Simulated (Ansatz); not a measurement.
Wavefunction ladder for CH3ClGeO, SMILES `[Cl][GeH]1[CH2][O]1`

Z-matrix (Å, degrees):
```
Ge
C 1 1.889
O 1 1.812 2 45.7
Cl 1 2.132 2 119.7 3 94.0
H 1 1.520 2 129.6 3 -86.8
H 2 1.090 1 117.9 3 -105.9
H 2 1.090 1 121.0 3 105.1
```

Total charge 0; spin multiplicity 1. Correlated methods include outer-core shells of Ge, which these sets cover unevenly. Scalar relativity is left out up to krypton. Geometry: relaxed with PBE0-D4/def2-TZVP. Frozen core, restricted reference, the Gaussian-basis code of Ansatz.

| basis | HF (Eh) | MP2 corr. | CCSD corr. | (T) | CCSD(T) total |
| --- | --- | --- | --- | --- | --- |
| def2-SVP | -2648.82399 | -0.68288 | -0.70537 | ? | ? |
| def2-TZVPP | ? | ? | -0.86774 | ? | ? |
| def2-QZVPP | -2649.45305 | -1.15853 | – | – | – |

Question: Fill in the withheld values. (Estimate.)

Answer: Ansatz gave: def2-SVP (T): -0.02153; def2-SVP CCSD(T) total: -2649.55089; def2-TZVPP HF (Eh): -2649.39255; def2-TZVPP MP2 corr.: -0.84561; def2-TZVPP (T): -0.03777; def2-TZVPP CCSD(T) total: -2650.29806.
